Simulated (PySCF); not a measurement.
## Structure from NMR data

The spectra below were simulated for a compound C$_{3}$H$_{10}$FNSi$_{2}$.

$^{1}$H NMR (400 MHz, computed): δ 5.98 (m, 1H), 5.24 (m, 2H), 5.04 (m, 1H), 4.68 (s, 3H), 1.89 (d, 3H).

$^{13}$C{$^{1}$H} NMR (computed): δ 133.4 (CH), 110.3 (CH), 19.4 (CH3).

Computed data (PySCF): GFN2-xTB geometry, shielding tensors at PBE0/pcSseg-1 (GIAO). One computed conformer, one averaged value for each set of equivalent atoms, no solvent model, non-relativistic Hamiltonian.

References, each an isolated molecule treated in the same way: $^{1}$H (31.72 ppm), $^{13}$C (186.93 ppm) vs TMS.

Propose a structure and justify it.

Answers


1. Rings plus π bonds: 1 (no ring in the answer).
2. 3 carbon signals for 3 carbons: no two carbons are equivalent.
3. Carbon types of the structure: 2 × CH, 1 × CH3, leaving 5 H on heteroatoms.
4. δC 133.4: alkene carbon bearing nitrogen; as expected for a trigonal carbon in a double bond.
5. δC 110.3: β carbon of an enol-ether or enamine type C=C; the O or N lone pair pushes π density onto this β carbon and shields it.
6. δC 19.4: allylic methyl carbon; aliphatic region, no heteroatom directly attached.
7. δH 5.98: hydrogen on an alkene carbon bearing nitrogen; attached to an sp2 carbon and in the plane of the double bond.
8. δH 5.04: hydrogen on a β carbon of an enol-ether or enamine type C=C; lone-pair donation from O or N shields it, upfield of ordinary alkene protons.
9. δH 4.68: hydrogen on a silicon bonded to N.
10. δH 1.89: hydrogen on an allylic methyl carbon; allylic position.

The compound is `C/C=C/N([SiH3])[SiH2]F`.

The shifts were computed for this structure.

Splittings by $^{19}$F in the carbon and heteronuclear signals aren't shown, as no couplings were computed. Shifts are as computed. Against solution values, carbons near 30 ppm lie about +3 ppm off and those near 130 ppm about +5 ppm. Of 1211 compounds with measured shifts, 218 miss one by over three times the rms of a fit or turn the order of signals round; such compounds aren't used in these exercises. Multiplicities follow the n + 1 count of equivalent neighbours, as no J values were calculated; m marks all less simple cases, F and P coupling included.
